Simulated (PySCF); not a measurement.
Run record for `C#CC(=C)CCC#N`: HCTH407/def2-SVPD, IEF-PCM chloroform, full TDDFT, 25 singlets.

Method: TDDFT HCTH407/def2-SVPD, vertical, IEF-PCM chloroform (non-equilibrium linear response), core orbitals frozen in the response (PySCF 2.14.0, density-fitted response routines). Geometry: GFN2-xTB. The command runs a driver script over a list of jobs; the input below is this job's line of settings and its coordinates in Å.

Command:
```bash
OMP_NUM_THREADS=1 python probes_run.py task.json out
```

Input:
```
{"job": {"kind": "uv", "xc": "HCTH407", "basis": "def2-SVPD", "solvent": "chloroform", "nstates": 25, "ntriplets": 2, "tda": false}, "charge": 0, "multiplicity": 1}
C     -2.213328    -1.583438     0.852600
C     -1.615856    -0.592207     0.533493
C     -0.869119     0.556242     0.167606
C     -1.435620     1.572705    -0.476360
C      0.590034     0.520916     0.536596
C      1.311779    -0.578352    -0.262431
C      2.700640    -0.652378     0.107608
N      3.801697    -0.690974     0.412355
H     -2.755367    -2.439021     1.126227
H     -0.869737     2.444432    -0.758412
H     -2.481069     1.565534    -0.733105
H      0.693599     0.310734     1.604821
H      1.049069     1.489476     0.328965
H      1.246678    -0.367865    -1.334325
H      0.842185    -1.547814    -0.070000
```

Q: Predict the output.

A: 
```
coarse grid: 13008 points
cycle   1  E = -325.2181065989  dE =  8.065e-01  |g| = 5.822e-01  |ddm| = 1.280e+01
cycle   2  E = -325.0412922642  dE =  1.768e-01  |g| = 1.037e+00  |ddm| = 4.176e+00
cycle   3  E = -325.2749685030  dE = -2.337e-01  |g| = 3.862e-01  |ddm| = 2.070e+00
cycle   4  E = -325.3102177213  dE = -3.525e-02  |g| = 3.385e-02  |ddm| = 6.276e-01
cycle   5  E = -325.3104368486  dE = -2.191e-04  |g| = 1.735e-02  |ddm| = 1.010e-01
cycle   6  E = -325.3104955333  dE = -5.868e-05  |g| = 8.595e-03  |ddm| = 4.403e-02
cycle   7  E = -325.3105133536  dE = -1.782e-05  |g| = 3.423e-03  |ddm| = 1.843e-02
cycle   8  E = -325.3105163348  dE = -2.981e-06  |g| = 7.578e-04  |ddm| = 7.220e-03
final grid: 127056 points
cycle   9  E = -325.3548247807  dE = -8.000e-05  |g| = 5.257e-03  |ddm| = 4.944e-01
cycle  10  E = -325.3548006584  dE =  2.412e-05  |g| = 1.101e-02  |ddm| = 3.529e-02
cycle  11  E = -325.3548304579  dE = -2.980e-05  |g| = 3.089e-03  |ddm| = 1.968e-02
cycle  12  E = -325.3548326620  dE = -2.204e-06  |g| = 4.324e-04  |ddm| = 4.555e-03
cycle  13  E = -325.3548326913  dE = -2.929e-08  |g| = 2.560e-04  |ddm| = 1.141e-03
cycle  14  E = -325.3548327074  dE = -1.610e-08  |g| = 6.974e-05  |ddm| = 5.010e-04
cycle  15  E = -325.3548327087  dE = -1.259e-09  |g| = 2.298e-05  |ddm| = 1.978e-04
cycle  16  E = -325.3548327088  dE = -8.276e-11  |g| = 1.403e-05  |ddm| = 6.249e-05
converged SCF energy = -325.3548327088

Static polarisability (au): isotropic 107.699, principal 73.026 122.050 128.019

Singlet excitations
state   eV       nm        f      main configurations
  1   5.1786    239.4   0.00047   H-1->L 1.00
  2   5.3772    230.6   0.30080   H->L 0.87
  3   5.8998    210.1   0.01306   H->L+1 0.98
  4   6.0333    205.5   0.00644   H->L+2 0.99
  5   6.2607    198.0   0.00384   H->L+3 0.85, H-2->L 0.10
  6   6.2748    197.6   0.02007   H-2->L 0.47, H-3->L 0.28, H->L+3 0.13
  7   6.3212    196.1   0.00343   H-3->L 0.61, H->L+4 0.20, H-2->L 0.13
  8   6.3781    194.4   0.04192   H->L+4 0.74, H-2->L 0.09, H-3->L 0.08
  9   6.7504    183.7   0.03695   H-1->L+1 0.78, H-1->L+2 0.17
 10   6.8194    181.8   0.01967   H-5->L 0.81, H-4->L 0.11
 11   6.9094    179.4   0.04457   H-4->L 0.30, H-1->L+2 0.26, H->L+5 0.14
 12   6.9479    178.4   0.05903   H-1->L+2 0.36, H-4->L 0.16, H-1->L+3 0.14
 13   6.9873    177.4   0.02700   H->L+5 0.82, H-4->L 0.10
 14   7.0432    176.0   0.01010   H->L+6 0.99
 15   7.1312    173.9   0.02070   H-1->L+3 0.52, H-1->L+4 0.47
 16   7.2788    170.3   0.03537   H->L+7 0.91
 17   7.4914    165.5   0.00732   H-6->L 0.92
 18   7.5420    164.4   0.00640   H-7->L 0.95
 19   7.7172    160.7   0.15156   H->L+8 0.22, H-1->L+4 0.17, H-2->L+1 0.12
 20   7.7639    159.7   0.02125   H-2->L+1 0.71, H->L+8 0.12
 21   7.8027    158.9   0.01097   H-1->L+5 0.89
 22   7.8364    158.2   0.01981   H->L+8 0.36, H-1->L+6 0.30, H->L+9 0.21
 23   7.8988    157.0   0.00447   H-2->L+2 0.69, H-1->L+6 0.14
 24   7.9300    156.3   0.02940   H-3->L+1 0.52, H-1->L+6 0.18, H->L+9 0.09
 25   7.9643    155.7   0.03535   H-3->L+1 0.25, H->L+9 0.24, H-1->L+6 0.21

Triplet excitations (Tamm-Dancoff, eV): 3.5121 4.9436
```

The SCF starts on a coarse grid where the log names one; the energy can jump when the final grid takes over, and dE then counts from the start density on the new grid. H and L stand for HOMO and LUMO; the number after each pair is its weight.

Q: Give the mean polarisability as a volume in Å³, and the ratio of the largest to the smallest principal value.

A: 107.699 au × 0.148185 = 15.96 Å³; 128.019/73.026 = 1.75.

Q: Give S1 in cm⁻¹ and kJ/mol.

A: 5.1786 eV × 8065.54 = 41768 cm⁻¹; × 96.485 = 499.7 kJ/mol.

In short: SCF converged in 16 cycles with 216 basis and 781 fitting functions; HOMO -6.41 eV, LUMO -2.09 eV; lowest singlet 5.18 eV; lowest triplet 3.51 eV (Tamm–Dancoff); mean polarisability 107.7 au.

Geometry: GFN2-xTB, one conformer.

On one thread of an Intel Xeon 6975P-C, on a shared host, this took 26 s and 0.79 GiB of memory at its peak.

Shape of the structure used: `[CH:1]#[C:2][C:3](=[CH2:4])[CH2:5][CH2:6][C:7]#[N:8]`: C2–C3–C5–C6 66°, C3–C5–C6–C7 -178°.
